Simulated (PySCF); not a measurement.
Work out the structure from these simulated measurements.

Formula: C5H2F8.

- NMR, other nuclei: isotropic shieldings of nuclei other than C and H, by class: 264 (3 F), 287 (1 F), 306 (2 F), 316 (2 F) ppm [GIAO PBE0/pcSseg-1]
- 1H NMR: chemical shifts (computed TMS as zero) by class: 5.79 (1 H), 5.70 (1 H) ppm [GIAO PBE0/pcSseg-1]
- Rotational structure: rotational constants A, B, C: 1.094, 0.741, 0.676 GHz [GFN2-xTB]
- 13C NMR: chemical shifts (computed TMS as zero) by class: 167.0 (1 C), 127.3 (1 C), 117.4 (1 C), 117.0 (1 C), 106.2 (1 C) ppm [GIAO PBE0/pcSseg-1]
- Dipole: 2.19 D [PBE0/pcSseg-1]

Electronic properties: PySCF, gas phase, density fitting. Levels stand in brackets. The structure is a single GFN2-xTB conformer in the gas phase; no vibrational or solvent corrections. NMR classes are plain means over equivalent atoms (diastereotopic ones count apart unless rotation or inversion swaps them), as if these changed places fast.

Problem. Propose a structure and show how it fits.

Solution. Numbering: `[CH2:1]=[C:2]([F:3])[C:4]([F:5])([F:6])[C:7]([F:8])([F:9])[C:10]([F:11])([F:12])[F:13]`. Its formula, C5H2F8, gives 1 degree of unsaturation: 0 rings and 1 π bond in the structure found. 5 carbons fall into 5 classes; from least to most shielded: vinylic C–F carbon [C2] (167.0 ppm), CF3 carbon [C10] (127.3 ppm), CF2 carbon [C7] (117.4 ppm), CF2 carbon [C4] (117.0 ppm), terminal =CH2 carbon [C1] (106.2 ppm). Hydrogen classes from least to most shielded: 1 H on a terminal =CH2 carbon, C1 (5.79 ppm), 1 H on a terminal =CH2 carbon, C1 (5.70 ppm). The other shieldings belong to: 264 ppm, fluorine of a CF3 group [F11/F12/F13]; 287 ppm, vinyl fluorine [F3]; 306 ppm, fluorine of a CF2 group [F5/F6]; 316 ppm, fluorine of a CF2 group [F8/F9]. The optimised geometry has point group C1 and is an asymmetric top. Structure: `C=C(F)C(F)(F)C(F)(F)C(F)(F)F`. The assignments are read from this structure; whether some other isomer fits the data as well wasn't checked.

The values belong to the conformer `[CH2:1]=[C:2]([F:3])[C:4]([F:5])([F:6])[C:7]([F:8])([F:9])[C:10]([F:11])([F:12])[F:13]`: C1–C2–C4–F5 -111°, C2–C4–C7–F8 62°, C4–C7–C10–F11 59°.
